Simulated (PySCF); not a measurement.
Isomers of C2H10GeO2Si2, from PySCF 2.14.0, PBE0-D3(BJ)/def2-SVP geometry optimisation, gas phase. One conformer each, no zero-point energy, no frequencies.

Task: Which isomer lies lower at this level?
A. `[CH3:1][C:2](=[O:3])[O:4][SiH2:5][SiH2:6][GeH3:7]` with C1–C2–O4–Si5 180°, C2–O4–Si5–Si6 3°, O4–Si5–Si6–Ge7 58°: A = 1644, B = 714.9, C = 554.9 MHz, dipole 1.98 D
B. `[GeH3:1][O:2][Si@H:3]1[CH2:4][CH2:5][SiH2:6][O:7]1` with Ge1–O2–Si3–C4 -111°, O2–Si3–C4–C5 142°, Si3–C4–C5–Si6 -33°, C4–C5–Si6–O7 29°, C5–Si6–O7–Si3 -12°: A = 2641, B = 605.0, C = 545.7 MHz, dipole 1.20 D

Result: B. That is `[GeH3][O][Si@H]1CC[SiH2]O1`, 57.2 kcal/mol below the other.

```tsv
SMILES	mapped SMILES	E (Eh)	relative (kcal/mol)	relative (kJ/mol)	dipole (D)
[GeH3][O][Si@H]1CC[SiH2]O1	[GeH3:1][O:2][Si@H:3]1[CH2:4][CH2:5][SiH2:6][O:7]1	-2887.44595	0.0	0.0	1.20
CC(=O)O[SiH2][SiH2][GeH3]	[CH3:1][C:2](=[O:3])[O:4][SiH2:5][SiH2:6][GeH3:7]	-2887.35485	57.2	239.2	1.98
```

As drawn, the lower has an Si–C bond, which the higher lacks; the higher has a C=O bond, a C(=O)–O unit and an Si–Si bond, which the lower lacks.
